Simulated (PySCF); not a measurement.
# N⁺: ionisation energy

N⁺ [He] 2s2 2p2 (3P) → N²⁺ [He] 2s2 2p1 (2P), as a difference of total energies. Computed with PySCF 2.14 in pcseg-2 (4s3p2d1f, 30 functions), with the non-relativistic Hamiltonian (point nucleus). Correlated levels: valence: 1s2 frozen. The calculations carry no spin-orbit coupling.

```json
{"method": "UHF", "ionisation energy (eV)": "29.221"}
{"method": "PBE0", "ionisation energy (eV)": "29.957"}
{"method": "MN15", "ionisation energy (eV)": "29.719"}
{"method": "MP2 (valence)", "ionisation energy (eV)": "29.626"}
{"method": "SCS-MP2 (valence)", "ionisation energy (eV)": "29.495"}
{"method": "CCSD (valence)", "ionisation energy (eV)": "29.472"}
{"method": "CCSD(T) (valence)", "ionisation energy (eV)": "29.486"}
```

**Question.** How much does correlation contribute at CCSD(T) (valence)?

**Answer.** 29.486 − (29.221) = 0.265 eV, measured against UHF.

Errors of the correlated levels include the incompleteness of this basis and the frozen core.

For comparison: 29.601 eV (semi-empirical (NIST evaluation); NIST Atomic Spectra Database, ionization energies).
